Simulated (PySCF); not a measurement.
Job file and geometry (Å, from GFN2-xTB) of an NMR shielding run on `BC[C@@H]1C[C@H]1B`, C4H10B2, GIAO PBE0/pcSseg-1 NMR shielding, non-relativistic, gas phase (PySCF 2.14.0, density-fitted response routines); density fitting, a coarse starting grid and PySCF grid level 2 are the driver's defaults:

```
$ OMP_NUM_THREADS=1 python probes_run.py task.json out

{"job": {"kind": "nmr", "xc": "PBE0", "basis": "pcSseg-1"}, "charge": 0, "multiplicity": 1}
B      2.660291    -0.024085     0.411007
C      1.315375     0.171947    -0.375963
C      0.053270     0.226103     0.453049
C     -0.658773    -1.010280     0.836460
C     -1.291109    -0.097311    -0.210056
B     -2.518300     0.757959     0.118974
H      2.672087    -0.164259     1.570565
H      3.664388    -0.036765    -0.188356
H      1.226924    -0.634629    -1.112689
H      1.384411     1.084712    -0.980004
H      0.038766     1.038103     1.169786
H     -1.131856    -1.062391     1.805155
H     -0.273788    -1.957587     0.487337
H     -1.179928    -0.472376    -1.223452
H     -2.688444     1.138128     1.213551
H     -3.280914     1.051673    -0.719293
```

Task: Write the output of this run.

Result: 
```
coarse grid: 12720 points
cycle   1  E = -207.6974690999  dE =  5.155e-01  |g| = 3.459e-01  |ddm| = 3.330e+00
cycle   2  E = -207.7000496563  dE = -2.581e-03  |g| = 3.542e-01  |ddm| = 6.742e-01
cycle   3  E = -207.7331458295  dE = -3.310e-02  |g| = 4.995e-02  |ddm| = 3.609e-01
cycle   4  E = -207.7337044680  dE = -5.586e-04  |g| = 1.981e-02  |ddm| = 7.055e-02
cycle   5  E = -207.7338042408  dE = -9.977e-05  |g| = 5.049e-03  |ddm| = 2.054e-02
cycle   6  E = -207.7338098757  dE = -5.635e-06  |g| = 1.274e-03  |ddm| = 4.584e-03
final grid: 120968 points
cycle   7  E = -207.7675049688  dE = -4.794e-05  |g| = 7.747e-03  |ddm| = 3.435e-02
cycle   8  E = -207.7674989886  dE =  5.980e-06  |g| = 9.278e-03  |ddm| = 1.583e-02
cycle   9  E = -207.7675213901  dE = -2.240e-05  |g| = 8.001e-04  |ddm| = 8.569e-03
cycle  10  E = -207.7675215623  dE = -1.722e-07  |g| = 1.945e-04  |ddm| = 9.861e-04
cycle  11  E = -207.7675215706  dE = -8.248e-09  |g| = 6.650e-05  |ddm| = 1.807e-04
cycle  12  E = -207.7675215716  dE = -1.026e-09  |g| = 1.347e-05  |ddm| = 6.210e-05
cycle  13  E = -207.7675215717  dE = -4.314e-11  |g| = 3.883e-06  |ddm| = 1.743e-05
converged SCF energy = -207.7675215717

GIAO shielding tensors (ppm)
atom      isotropic    diamagn.    paramagn.     s11        s22        s33       span
  0 B        7.097     190.934    -183.837    -72.231    -33.306    126.827    199.058
  1 C      143.435     248.236    -104.801    109.716    157.330    163.260     53.544
  2 C      157.489     250.876     -93.387    121.067    165.918    185.482     64.415
  3 C      163.022     253.061     -90.039    142.159    160.716    186.192     44.034
  4 C      155.160     254.661     -99.502     90.249    172.475    202.756    112.507
  5 B       16.709     192.357    -175.648    -61.995    -12.801    124.923    186.918
  6 H       23.439      29.192      -5.753     14.196     27.297     28.823     14.626
  7 H       23.589      28.785      -5.196     16.074     26.918     27.775     11.702
  8 H       30.691      31.019      -0.329     25.485     29.830     36.757     11.272
  9 H       29.146      30.120      -0.974     23.774     27.865     35.799     12.026
 10 H       29.825      33.312      -3.486     23.856     27.668     37.952     14.096
 11 H       30.274      31.886      -1.613     24.662     26.544     39.615     14.953
 12 H       30.737      32.224      -1.487     25.724     28.443     38.043     12.319
 13 H       30.604      33.294      -2.690     24.925     29.169     37.720     12.795
 14 H       24.884      30.271      -5.387     16.620     27.988     30.044     13.424
 15 H       23.987      29.605      -5.618     17.456     26.957     27.548     10.091
```

Size and cost of the density-fitted run: 152 basis functions, 18 s wall time on 1 thread of an Arm Neoverse V1, shared host; peak memory 0.72 GiB.
